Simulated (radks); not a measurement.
Bi2+, configuration [Xe] 4f14 5d10 6p3 (not the ground configuration).

Method: Dirac Kohn-Sham, PBE, spin-unpolarised, spherical densities, finite nucleus; open shells are shared between the two j in proportion to 2j + 1; Fermi nuclear charge, rms radius 5.5211 fm; computed with a radial shooting solver on a logarithmic mesh with Libxc functionals.

Energy parts (eV):
| part | energy |
|---|---|
| total | -587035.69 |
| kinetic | 685650.77 |
| electron-nucleus | -1485938.52 |
| Hartree | 224078.20 |
| exchange-correlation | -10826.13 |

Orbitals (lengths in bohr, moments of r in powers of bohr; r(max) is where P^2 peaks):
| orbital | occ. | eigenvalue (eV) | <r^2> | <r> | r(max) | <1/r> | small-component weight |
|---|---|---|---|---|---|---|---|
| 1s1/2 | 2 | -90472.57 | 0.0003465 | 0.01580 | 0.009661 | 103.2 | 1.00e-01 |
| 2s1/2 | 2 | -16259.40 | 0.005190 | 0.06579 | 0.05643 | 25.57 | 2.32e-02 |
| 2p1/2 | 2 | -15630.14 | 0.003643 | 0.05388 | 0.04119 | 25.54 | 2.33e-02 |
| 2p3/2 | 4 | -13310.73 | 0.004823 | 0.06293 | 0.04902 | 20.24 | 2.05e-02 |
| 3s1/2 | 2 | -3940.346 | 0.03361 | 0.1710 | 0.1588 | 9.375 | 7.84e-03 |
| 3p1/2 | 2 | -3654.248 | 0.03049 | 0.1615 | 0.1478 | 9.289 | 7.79e-03 |
| 3p3/2 | 4 | -3134.943 | 0.03680 | 0.1780 | 0.1636 | 7.903 | 6.95e-03 |
| 3d3/2 | 4 | -2663.375 | 0.02802 | 0.1545 | 0.1269 | 7.803 | 6.84e-03 |
| 3d5/2 | 6 | -2553.264 | 0.02972 | 0.1595 | 0.1312 | 7.497 | 6.61e-03 |
| 4s1/2 | 2 | -920.5377 | 0.1606 | 0.3770 | 0.3564 | 3.986 | 2.71e-03 |
| 4p1/2 | 2 | -795.7910 | 0.1625 | 0.3777 | 0.3537 | 3.878 | 2.62e-03 |
| 4p3/2 | 4 | -667.8147 | 0.1933 | 0.4124 | 0.3855 | 3.399 | 2.29e-03 |
| 4d3/2 | 4 | -464.2495 | 0.1999 | 0.4161 | 0.3763 | 3.204 | 2.09e-03 |
| 4d5/2 | 6 | -440.3578 | 0.2105 | 0.4271 | 0.3859 | 3.097 | 2.01e-03 |
| 5s1/2 | 2 | -178.1565 | 0.7749 | 0.8318 | 0.7720 | 1.668 | 7.45e-04 |
| 4f5/2 | 6 | -176.2223 | 0.2291 | 0.4380 | 0.3399 | 2.766 | 1.65e-03 |
| 4f7/2 | 8 | -170.7310 | 0.2355 | 0.4441 | 0.3444 | 2.725 | 1.62e-03 |
| 5p1/2 | 2 | -134.8587 | 0.8819 | 0.8848 | 0.8073 | 1.548 | 6.57e-04 |
| 5p3/2 | 4 | -110.1851 | 1.067 | 0.9733 | 0.8832 | 1.373 | 5.55e-04 |
| 5d3/2 | 4 | -49.4560 | 1.641 | 1.194 | 1.014 | 1.100 | 3.70e-04 |
| 5d5/2 | 6 | -46.3871 | 1.753 | 1.234 | 1.044 | 1.061 | 3.48e-04 |
| 6p1/2 | 1 | -22.9435 | 6.360 | 2.378 | 2.085 | 0.5367 | 9.81e-05 |
| 6p3/2 | 2 | -20.0296 | 7.740 | 2.626 | 2.314 | 0.4804 | 8.07e-05 |

The highest occupied level is 6p3/2 at -20.030 eV. The density falls to 0.001 e/bohr^3 at r = 4.20 bohr. The electron density at the nucleus is 2.968e+06 e/bohr^3.
